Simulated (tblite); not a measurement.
C6H13O, doublet, geometry from GFN2-xTB; GFN1-xTB (tblite).

The tblite input:
```
$ tblite run mol.xyz --method gfn1 --charge 0 --spin 1 --json tblite.json --no-restart

# file mol.xyz
20

C      2.42153229     0.58520516     0.90331844
C      1.35621671     0.25861668    -0.05719083
O      1.65208341    -0.86162293    -0.85809325
C      0.00490161     0.05831834     0.69572722
C     -1.16656747    -0.22395836    -0.24976009
C     -1.59369006     1.03202798    -1.00392533
C     -2.34650290    -0.78327113     0.54377934
H      2.41467377     1.52736659     1.41262613
H      3.15866869    -0.14588816     1.17298581
H      1.21791147     1.08512715    -0.76763728
H      1.89125123    -1.59510480    -0.28018170
H      0.12964310    -0.78509558     1.38018083
H     -0.19805106     0.94957602     1.29046826
H     -0.84133533    -0.97514384    -0.97724434
H     -2.43709412     0.81086293    -1.65405908
H     -0.78426921     1.41119769    -1.62203606
H     -1.89327366     1.81207754    -0.30633334
H     -3.18178327    -0.99659192    -0.11915558
H     -2.67631218    -0.06276928     1.28982237
H     -2.07203760    -1.70426269     1.05361728
```

Predict the main parts of the log of this tblite run.


```
xTB calculator
 | screened Coulomb repulsion
 | Coulomb electrostatics
 |  * isotropic Klopman-Ohno-Mataga-Nishimoto electrostatics
 |  * onsite third-order electrostatics
 | DFT-D3(BJ) dispersion correction

halogen bonding energy    0.0000000000000E+00 Eh
repulsion energy          2.9588365378550E-01 Eh
dispersion energy        -7.7903743566759E-03 Eh
number of electrons       4.3000000000000E+01 e
integral cutoff           1.9731147476801E+01 bohr

------------------------------------------------------------
  cycle        total energy    energy error   density error
------------------------------------------------------------
      1     -24.25376938021  -2.4541863E+01   5.8026619E-01
      2     -24.32647204155  -7.2702661E-02   3.3632394E-01
      3     -24.32881650641  -2.3444649E-03   4.9257336E-02
      4     -24.33109761204  -2.2811056E-03   4.6363327E-03
      5     -24.33114103887  -4.3426833E-05   1.3115650E-03
      6     -24.33114363877  -2.5999007E-06   3.1272790E-04
      7     -24.33114402333  -3.8455872E-07   8.0658751E-05
      8     -24.33114403155  -8.2171212E-09   7.5783334E-06
------------------------------------------------------------

electronic energy        -2.4619237310975E+01 Eh
total energy             -2.4331144031546E+01 Eh

Post processing:
 | Mayer-Wiberg bond orders

[Info] JSON dump of results written to 'tblite.json'
```
